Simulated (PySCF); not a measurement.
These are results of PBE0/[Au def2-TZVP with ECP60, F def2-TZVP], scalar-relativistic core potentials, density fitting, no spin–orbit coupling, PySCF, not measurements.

Each entry is the lowest minimum that a search over a few typed start shapes (and spin states, where more than one is plausible) found, or that minimum re-optimised at the stated level; isomers with ligand–ligand bonds, or fragments after loss of a ligand pair, can lie lower. Open shells are unrestricted.

AuF2 is a doublet of D∞h symmetry with Au–F 1.873 Å (×2); F–Au–F 180.0°. Its wavenumbers are 110, 221, 612, 688 cm⁻¹.

Question: What changes when one electron is removed, giving AuF₂⁺?

Answer: It costs 12.13 eV between the minima (12.13 eV with zero-point energy). AuF₂⁺ is a triplet of D∞h symmetry with Au–F 1.844 Å (×2); F–Au–F 180.0°; wavenumbers 137, 227, 642, 676 cm⁻¹.

The spin densities have lower symmetry than the nuclear frame, so modes carry no symmetry labels and degenerate sets may split. Open d and f shells are described by one determinant, and the ground state may have another occupation or spin. No spin–orbit coupling is included, which matters more the heavier the element.
